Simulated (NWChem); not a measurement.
System: CdGeH₄; SMILES [GeH3][CdH]

Here is an NWChem input.

```
start job
memory heap 200 mb stack 900 mb global 1100 mb
geometry units angstroms noautoz
  Cd     0.350908     0.958130    -0.003600
  H      0.466964     2.647903    -0.006435
  Ge     0.174388    -1.585707     0.000685
  H      0.600021    -2.209028    -1.348526
  H      1.066632    -2.237032     1.082240
  H     -1.266583    -2.075836     0.271781
end
basis spherical
  * library 3-21g
end
dft
  xc b3lyp
  iterations 150
  mulliken
end
task dft energy
```

All runs use the structure optimised with PBE0/def2-SVP (def2 core potentials past Kr).

Problem. Predict the main results of this run. (B3LYP/3-21G, non-relativistic.) Quantities: basis functions; energy (Ha); highest occupied level (eV); orbital gap (eV); dipole (D).

Solution. 
```yaml
number_of_basis_functions: 66
energy (Ha): -7511.69
highest occupied level (eV): -6.73
orbital gap (eV): 5.54
dipole (D): 0.34
```
